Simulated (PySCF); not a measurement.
# Relaxation of singlet YSBr

Level of theory: PBE0 in PySCF with Y def2-TZVP with ECP28, S def2-TZVP, Br def2-TZVP; scalar-relativistic core potentials, no spin–orbit coupling; density-fitted integrals. A (50,194) grid was used.

A hand-made linear start, of C∞v symmetry, held to at least that symmetry:

Coordinates in bohr (charge 0 multiplicity 1):
```
Y     0.0000    0.0000   -1.3902
S     0.0000    0.0000   -5.6232
Br    0.0000    0.0000    3.8443
```

Q: What forces act on the atoms at the start (eV/Å)?

A: 
```json
{"atom": "Y1", "Fx": "0.00", "Fy": "0.00", "Fz": "1.87"}
{"atom": "S2", "Fx": "0.00", "Fy": "0.00", "Fz": "-1.52"}
{"atom": "Br3", "Fx": "0.00", "Fy": "0.00", "Fz": "-0.35"}
```

Q: What does it relax to?

A: It ends at C∞v with Y–Br 2.706 Å, Y–S 2.308 Å; Br–Y–S 180.0° (after a last refinement on a finer grid). A frequency run shows 2 imaginary modes (one degenerate set), down to 73i cm⁻¹, so it is a higher-order saddle point. Other isomers or separated fragments may lie lower.

Q: How much energy is released, and in how many steps?

A: 5.8 kJ/mol in 4 steps.

The relaxation took roughly 70 core-seconds on a shared host.
